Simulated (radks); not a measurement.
Question: Radial electron density D(r) = 4 pi r^2 rho(r) of an atom or ion with 25 electrons. All-electron calculation, non-relativistic Kohn-Sham, PBE, spin-polarised, spherical densities, point nucleus. Program: a radial shooting solver on a logarithmic mesh with Libxc functionals.

r (bohr),D(r) (e/bohr),spin D(r)
0.003019,1.041,0.00000506
0.003487,1.357,0.00000654
0.003995,1.736,0.00000829
0.004577,2.214,0.0000104
0.005244,2.810,0.0000130
0.006008,3.550,0.0000160
0.006883,4.461,0.0000193
0.007886,5.569,0.0000229
0.009035,6.902,0.0000263
0.01043,8.585,0.0000289
0.01195,10.45,0.0000292
0.0137,12.57,0.0000252
0.01569,14.94,0.0000134
0.01798,17.51,-0.0000113
0.0206,20.19,-0.0000569
0.0236,22.86,-0.000135
0.02703,25.35,-0.000260
0.03122,27.57,-0.000468
0.03577,29.07,-0.000758
0.04098,29.81,-0.00116
0.04695,29.68,-0.00167
0.05379,28.73,-0.00226
0.06163,27.16,-0.00276
0.0706,25.34,-0.00285
0.08089,23.80,-0.00180
0.09342,23.06,0.00203
0.107,23.61,0.0108
0.1226,25.45,0.0285
0.1405,28.17,0.0615
0.1609,30.98,0.119
0.1844,32.80,0.213
0.2113,32.72,0.359
0.242,30.29,0.576
0.2795,25.53,0.898
0.3202,20.12,1.30
0.3669,15.32,1.80
0.4203,12.34,2.37
0.4816,11.62,2.97
0.5517,12.63,3.52
0.6321,14.16,3.94
0.7242,14.96,4.13
0.8364,14.27,4.05
0.9582,12.22,3.74
1.098,9.460,3.25
1.258,6.716,2.67
1.441,4.495,2.09
1.651,2.968,1.55
1.891,2.041,1.10
2.167,1.516,0.734
2.503,1.185,0.440
2.867,0.9487,0.239
3.285,0.7277,0.105
3.763,0.5158,0.0271
4.312,0.3304,-0.00869
4.94,0.1889,-0.0185
5.659,0.09532,-0.0160
6.484,0.04182,-0.0101
7.488,0.01465,-0.00470
8.579,0.004483,-0.00178
9.829,0.001111,-0.000526
11.26,0.0002184,-0.000119

What is the nuclear charge?

Answer: Z = 25. The innermost maximum, from 1s, lies near 1/Z = 0.04 bohr (found: 0.0430), and its height grows with Z. The density is that of neutral manganese in [Ar] 3d5 4s2; the configuration itself is not fixed sharply by these data, and Z only to about a unit. D(r) has 3 maxima, at r = 0.0430, 0.197, 0.736 bohr, and minima at 0.0942, 0.470 bohr, inside which lie 2.12, 10.61 electrons.
